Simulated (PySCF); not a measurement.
Mg(Br)(Me) (CH₃BrMg), SMILES [CH3][Mg][Br]. Atoms are numbered in the order given.

```xyz
6

Mg     0.0000     0.0000     1.1124
Br     0.0000     0.0000    -1.2332
C      0.0000     0.0000     3.1799
H     -0.8821    -0.5093     3.5783
H      0.0000     1.0186     3.5783
H      0.8821    -0.5093     3.5783
```
Charge 0, spin multiplicity 1.

Geometry: PBE0-D3(BJ)/def2-TZVP.

These are B3LYP/def2-TZVPD (PySCF) values and carry that method's errors.

Symmetry labels are those of the subgroup Cs that the program uses (full group C3v).

List the valence orbital energies around the gap with their symmetry. (Estimate from the structure and the level; the computed values follow.)


```
orbital  symmetry  energy (eV)
-------  --------  -----------
HOMO−7         A'       -20.02
HOMO−6         A'       -18.18
HOMO−5         A"       -10.62
HOMO−4         A'       -10.62
HOMO−3         A'        -9.07
HOMO−2         A'        -7.78
HOMO−1         A"        -7.78
HOMO           A'        -7.37
LUMO           A'        -1.42
LUMO+1         A'        -0.47
LUMO+2         A"        -0.47
LUMO+3         A'         0.29
```
